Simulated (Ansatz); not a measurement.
Mulliken charges of `[OH][SnH2][OH]` from B3LYP/def2-TZVPP in Ansatz (PBE0-D4/def2-TZVP geometry).

```csv
atom,x (Å),y (Å),z (Å),charge (e)
O1,-1.547,-0.510,-0.414,-0.550
Sn2,-0.003,0.530,0.206,0.998
O3,1.589,-0.593,-0.027,-0.550
H4,-1.492,-0.756,-1.340,0.178
H5,0.301,1.864,-0.801,-0.127
H6,-0.343,0.804,1.849,-0.127
H7,1.557,-1.407,0.481,0.178
```

Q: By hand: the dipole of these point charges (1 e Å = 4.8032 D).

A: Σ q r = (-0.009, 0.412, 0.162) e Å, of length 0.443 e Å = 2.13 D.

Q: How does the dipole of the full density compare? (Estimate.)

A: Computed: (-0.002, 0.100, 0.039) e Å, 0.52 D; the point charges give 4.10 times that, at 0° from its direction.

Point charges leave out the atoms' own dipoles, such as those of lone pairs, and Mulliken's split depends on the basis, so the two needn't agree.

B3LYP here is the variant with VWN-RPA as its local correlation; programs differ in this.
